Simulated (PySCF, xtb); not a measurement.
C2H9NSi3, SMILES N#C[C@H]([SiH3])[SiH2][SiH3].

Geometry optimised at ωB97X-D3(BJ)/def2-SVP. The structure was generated by enumeration; whether it is a known compound was not checked. One conformer was computed; it need not be the lowest.

The numbers are results of C-PCM-M06-2X/def2-SVP run with PySCF, not measurements.

The values are the electrostatic part of the solvation free energy, E(continuum) − E(gas) at the gas-phase geometry, in a cavity of scaled van der Waals radii (PySCF's table); cavitation and dispersion terms are not included. In vacuum the orbital gap is 9.80 eV. The dipole moment in vacuum is 3.50 D.

Computed values in water (ε = 78.36), chlorobenzene (ε = 5.70), N,N-dimethylformamide (ε = 37.22):
```
solvent                    ε  ΔG(elec) (kcal/mol)  dipole (D)  gap (eV)
---------------------  -----  -------------------  ----------  --------
water                  78.36                 -5.3        4.82      9.88
chlorobenzene           5.70                 -4.3        4.53      9.87
N,N-dimethylformamide  37.22                 -5.2        4.79      9.88
```

For comparison, GFN2-xTB/ALPB(water) (xtb, at the GFN2-xTB geometry, all terms of that model) gives -5.2 kcal/mol.
